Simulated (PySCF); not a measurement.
Al(I)(Me)(OMe) (C2H6AlIO), SMILES [CH3][Al]([O]C)[I].

Geometry optimised at B3LYP-D3(BJ)/def2-SVP. The structure was generated by enumeration; whether it is a known compound was not checked. The def2 effective core potentials stand for the cores of I; spin–orbit coupling is left out. Other conformers were not sampled.

Two levels are set side by side: TDA-PBE/def2-SVPD (PySCF) and TDA-ωB97X/def2-SVPD (PySCF). Vertical, same geometry. The lowest singlet is HOMO→LUMO+1 99 % with PBE and HOMO→LUMO+1 92 % with the other functional; states are paired by order. Differences are taken from unrounded values.

```json
[
 {"quantity": "lowest singlet excitation (eV)", "TDA-PBE": "5.10"},
 {"quantity": "lowest triplet excitation (TDA) (eV)", "TDA-PBE": "4.90"},
 {"quantity": "first bright state (f over 0.05) (eV)", "TDA-PBE": "5.69"},
 {"quantity": "its oscillator strength", "TDA-PBE": "0.10"}
]
```

### Question
These are the TDA-PBE values. What does TDA-ωB97X give? (The exact figures need the calculation; the answer reports its results.)

### Answer

```csv
quantity,TDA-ωB97X,TDA-PBE minus TDA-ωB97X
lowest singlet excitation (eV),6.16,-1.06
lowest triplet excitation (TDA) (eV),5.86,-0.96
first bright state (f over 0.05) (eV),6.20,-0.51
its oscillator strength,0.06,0.04
```

Functionals without exact exchange tend to place singlet excitations lower, as here. Differences between two approximate levels are no errors against the true value.

Rough cost on one machine, each run with all the roots and properties that it gave: TDA-ωB97X against TDA-PBE about 4 times.
